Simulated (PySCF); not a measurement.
A structure optimised at B3LYP-D3(BJ)/def2-TZVP, used in a PySCF frequency run:

```
N
H 1 1.0123
H 1 1.0123 2 109.06
Te 1 2.0401 2 111.08 3 -122.75
H 4 1.6795 1 99.72 2 60.79
```
Charge 0, spin multiplicity 1.

Q: Write its SMILES, formula and point group.

A: N[TeH], H₃NTe, Cs

Q: What are its rotational constants (standard atomic weights)?

A: 112.53, 7.9176, 7.7062 GHz
